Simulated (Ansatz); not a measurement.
Single points on PbCl₂.

```yaml
crystal:
  periodic: [false, false, false]
  atoms:
    - {symbol: Pb, position_ang: [0.221540, 0.946709, 0.422781]}
    - {symbol: Cl, position_ang: [-1.418309, 0.315791, -1.293263]}
    - {symbol: Cl, position_ang: [1.196769, -1.262500, 0.870492]}
basis:
  gaussian: {orbitals: def2-SVP, initial_orbitals: start.molden}
hamiltonian: {xc: pbe, dispersion: d4}
scf: {omitted_lower_state_checks: [starts]}
output: {orbitals: {seedname: orbitals}}
```

The file start.molden holds the orbitals of an earlier run on this structure, at another level or in another basis.

```sh
$ ansatz run in.yaml --threads 4 --pin off --events-out ev --progress --plain --max-ram 3916MiB
```

Shortened log:

```
Functional definition: PBE
  name "PBE"
  cite "Perdew, Burke & Ernzerhof, Phys. Rev. Lett. 77, 3865 (1996) doi:10.1103/PhysRevLett.77.3865"
  parent pbe
  parameter kappa = 0.804
  parameter beta = 0.06672455060314922
  exchange = pbe_x(kappa = kappa, mu = beta*pi^2/3)
  correlation = pbe_c(beta = beta)
these checks for a lower state are left out or cut short: starts
686 factors; their error is unknown
mean field evaluation 1: about -30279.1835 eV, gradient 2.2e1 eV
mean field evaluation 2: about -30279.3966 eV, gradient 4.2e-1 eV
mean field evaluation 4: about -30279.3713 eV, gradient 4.2e-2 eV
mean field -30279.37126218 eV, -1112.7463697902 hartree, gradient 1.1e-5 eV, S^2 0.000000; 0 other end points of the search recorded, 0 dependent functions left out
reference -30279.37129176 eV, -1112.7463708771 hartree; 28, 28 occupied and 34, 34 virtual orbitals, 686 factors
Total energy: -30279.46789672 eV, -1112.7499210438 hartree
Checks for a lower state left out: starts
```

Run time 0.4 s (4 threads of Arm Neoverse V2 on a shared host).

As the first input, with `gaussian: {orbitals: def2-TZVP, initial_orbitals: start.molden}`, `hamiltonian: {xc: {name: revPBE}, dispersion: d4}` (abridged; 0.7 s):

```
Functional definition: revPBE
mean field -30295.35002765 eV, -1113.3335785903 hartree, gradient 1.6e-5 eV, S^2 0.000000
Total energy: -30295.54383095 eV, -1113.3407007303 hartree
Checks for a lower state left out: starts
```

First input, but with `gaussian: {orbitals: def2-TZVP, initial_orbitals: start.molden}`, `hamiltonian: {xc: r2scan, dispersion: d4}` (abridged; 1.8 s):

```
Functional definition: r2SCAN
mean field -30298.54660685 eV, -1113.4510507093 hartree, gradient 1.6e-5 eV, S^2 0.000000
Total energy: -30298.56566687 eV, -1113.4517511522 hartree
Checks for a lower state left out: starts
```

First input, but with `gaussian: {orbitals: def2-TZVP, initial_orbitals: start.molden}`, `hamiltonian: {xc: pbe0, dispersion: d4}` and without the key `scf` (abridged; 1.1 s):

```
Functional definition: PBE0
mean field evaluation 16: about -30289.4389 eV, gradient 2.7e-5 eV
mean field -30289.43886801 eV, -1113.1163474803 hartree, gradient 6.1e-5 eV, S^2 0.000000; 1 other end points of the search recorded, 0 dependent functions left out
Total energy: -30289.52180906 eV, -1113.1193955077 hartree
```

The first input with `hamiltonian: {xc: pbe0, dispersion: d4}` (abridged; 0.55 s):

```
Functional definition: PBE0
mean field -30280.52522188 eV, -1112.7887770269 hartree, gradient 2.3e-5 eV, S^2 0.000000
Total energy: -30280.60815634 eV, -1112.7918248121 hartree
Checks for a lower state left out: starts
```

As the first input, with `gaussian: {orbitals: def2-TZVPD, initial_orbitals: start.molden}`, `hamiltonian: {xc: r2scan, dispersion: d4}` (abridged; 2.2 s):

```
Functional definition: r2SCAN
mean field -30298.58726313 eV, -1113.4525448000 hartree, gradient 2.6e-5 eV, S^2 0.000000
Total energy: -30298.60633561 eV, -1113.4532457005 hartree
Checks for a lower state left out: starts
```

As the first input, with `gaussian: {orbitals: def2-TZVP, initial_orbitals: start.molden}`, `hamiltonian: {xc: {name: BLYP}, dispersion: d4}`, `output: {forces: true, orbitals: {seedname: orbitals}}` (abridged; 1.1 s):

```
Functional definition: BLYP
mean field -30297.08098016 eV, -1113.3971899219 hartree, gradient 1.5e-5 eV, S^2 0.000000
Total energy: -30297.28010385 eV, -1113.4045075826 hartree
Atom 0 force     0.159822     0.682075     0.304799 eV/Å
Atom 1 force    -0.405724    -0.144511    -0.422008 eV/Å
Atom 2 force     0.245902    -0.537563     0.117208 eV/Å
Dipole moment:     0.181667     0.776407     0.346705 e Å
Checks for a lower state left out: starts
```

Geometry: PBE0-D4/def2-TZVP.

In the def2 sets Pb takes a core potential; there is no spin–orbit coupling. The structure comes from a short search, and lower isomers may exist.
